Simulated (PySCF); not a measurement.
A PySCF script (with the pyscf-properties extension) for the NMR shieldings of SMILES [BH3-][O+](CF)C/C=C\C(F)F, C5H10BF3O, on a GFN2-xTB geometry:

```python
import basis_set_exchange as bse
import numpy as np
from pyscf import gto, dft
from pyscf.prop import nmr

atoms = """
B    -2.475392   -0.971684   -0.769003
O    -1.346672    0.196735   -0.313055
C    -1.414737    0.403676    1.056541
F    -0.834036    1.602531    1.367328
C    -0.030706   -0.137605   -0.773358
C     0.898214    1.028582   -0.639768
C     2.090607    1.009638   -0.060673
C     2.687917   -0.210054    0.583451
F     2.842577   -1.222900   -0.310898
F     1.873206   -0.706820    1.556170
H    -2.320644   -1.060236   -1.937067
H    -2.182094   -1.946817   -0.157747
H    -3.508479   -0.491247   -0.452046
H    -2.468643    0.465696    1.340907
H    -0.882534   -0.365950    1.635481
H    -0.154235   -0.381939   -1.832604
H     0.325183   -1.031501   -0.251851
H     0.526157    1.952459   -1.060788
H     2.701102    1.897098   -0.026704
H     3.668061   -0.018981    1.042646
"""
names = dict.fromkeys(["B", "O", "C", "F", "H"], "pcSseg-1")
basis = {el: gto.basis.parse(bse.get_basis(n, elements=[el], fmt="nwchem")) for el, n in names.items()}
mol = gto.M(atom=atoms, basis=basis, charge=0, verbose=0)
mf = dft.RKS(mol, xc="PBE0")
mf.grids.level = 2
mf.grids.alignment = dft.numint.BLKSIZE   # the property module wants whole blocks of grid points
mf.conv_tol = 1e-9
mf.kernel()

calc = nmr.RKS(mf)   # GIAO
C = mf.mo_coeff
Co = C[:, mf.mo_occ > 0]
resp = mf.gen_response(singlet=True, hermi=2)
def vind(x):   # induced exchange potential for any number of trial vectors
    d = np.einsum("pi,xij,qj->xpq", C, 2 * x.reshape(-1, C.shape[1], Co.shape[1]), Co, optimize=True)
    return np.einsum("xpq,pi,qj->xij", resp(d - d.transpose(0, 2, 1)), C, Co, optimize=True).ravel()
mo1, _ = nmr.rhf.solve_mo1(calc, with_cphf=vind)
sigma = calc.kernel(mo1)
for i, s in enumerate(sigma):   # ppm
    print("%2d %-2s %9.2f" % (i, mol.atom_pure_symbol(i), np.trace(s) / 3))
```

**Question.** Give the expected output.

**Answer.** 
```
 0 B      98.29
 1 O     257.25
 2 C      76.44
 3 F     336.40
 4 C     108.05
 5 C      38.39
 6 C      53.27
 7 C      69.85
 8 F     284.26
 9 F     299.62
10 H      28.45
11 H      28.56
12 H      28.52
13 H      25.78
14 H      26.31
15 H      26.74
16 H      26.67
17 H      25.11
18 H      25.62
19 H      25.25
```

These numbers come from an equivalent density-fitted implementation of the same equations, which agrees with the script to about 0.01 ppm for H and up to a few tenths of a ppm for heavy atoms, so last digits may differ.

Size and cost of the density-fitted run: 220 basis functions, 2.3 min wall time on 1 thread of an Intel Xeon, shared host; peak memory 0.97 GiB.
